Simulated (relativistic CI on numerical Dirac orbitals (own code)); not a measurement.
Calculated at this level of theory: Dirac-Coulomb-Breit CI, orbitals from a KLI potential per configuration, model QED (radiative potential, 1s self-energy scaled to tabulated hydrogen-like ionisation energies), unscaled Slater integrals (own radial code, finite nucleus).

Configurations in the expansion (outside the closed core [Ar] 3d10): 4s2.4p5, 4s.4p6, 4s2.4p4.4d, 4s.4p5.4d, 4s2.4p4.4f, 4s.4p5.4f, 4p6.4d, 4s.4p4.4d2, 4s2.4p3.4d.4f, 4s2.4p4.5s, 4p6.4f, 4s2.4p4.5p, 4p6.5s, 4s.4p5.5s, 4s.4p4.4d.5s, 4s2.4p4.5d, 4s.4p5.5p, 4p5.4d.4f, 4s2.4p3.4f.5s, 4s2.4p4.5f, 4s.4p4.4f2, 4s2.4p4.6s, 4s2.4p4.5g, 4s.4p5.5d, 4s2.4p4.6p, 4s2.4p4.6d, 4s.4p4.5s2, 4s2.4p3.4d2, 4s2.4p2.4d3, 4s.4p3.4d3, 4s2.4p2.4d2.4f, 4s.4p3.4d2.4f, 4s2.4p2.4d2.5s, 4p5.4d2, 4p4.4d3, 4p4.4d2.4f, 4p4.4d2.5s, 4p5.4d.5s, 4p4.4d.4f.5s, 4p4.4d.5s2, 4s2.4p3.5s2, 4s2.4p2.4d.5s2, 4s.4p3.4d.5s2, 4s2.4p2.4f.5s2, 4s.4p3.4f.5s2. Double excitations out of closed p, d and f shells are left out; levels of such configurations are missing from the list, as are those of other unlisted configurations, and high levels can miss mixing partners. These lack a partner that the ground configuration has and come out too high: 4s2.4p4.5p, 4s.4p5.5s, 4s2.4p4.5d, 4s.4p5.5p, 4s2.4p4.5f.

At this charge energies of transitions that change n are usually good to better than 1 %, and those within a shell (Δn = 0) to a few per cent.

Outline of the computed level scheme of Sb XVII. Lowest level of each configuration: 4s2.4p5 2P°_3/2 at 0.000 eV; 4s.4p6 2S_1/2 at 55.053 eV; 4s2.4p4.4d 4D_3/2 at 69.522 eV; 4s.4p5.4d 4P°_1/2 at 123.050 eV.

Some strong electric-dipole decays among the lowest 45 levels: 4s2.4p4.4d 2D_3/2 → 4s2.4p5 2P°_1/2 (5.3e+11 s⁻¹); 4s2.4p4.4d 2D_5/2 → 4s2.4p5 2P°_3/2 (5.1e+11 s⁻¹); 4s2.4p4.4d 2S_1/2 → 4s2.4p5 2P°_3/2 (4.6e+11 s⁻¹); 4s2.4p4.4d 2P_3/2 → 4s2.4p5 2P°_3/2 (4.2e+11 s⁻¹); 4s2.4p4.4d 2P_1/2 → 4s2.4p5 2P°_1/2 (3.8e+11 s⁻¹); 4s2.4p4.4d 2D_5/2 → 4s2.4p5 2P°_3/2 (7.1e+10 s⁻¹); 4s2.4p4.4d 2D_3/2 → 4s2.4p5 2P°_3/2 (5.9e+10 s⁻¹); 4s2.4p4.4d 2P_1/2 → 4s2.4p5 2P°_3/2 (4.1e+10 s⁻¹).

LS names give the leading component of a level, which can be under half, so a name can repeat, a term be missing and a line seem to break the LS rules.
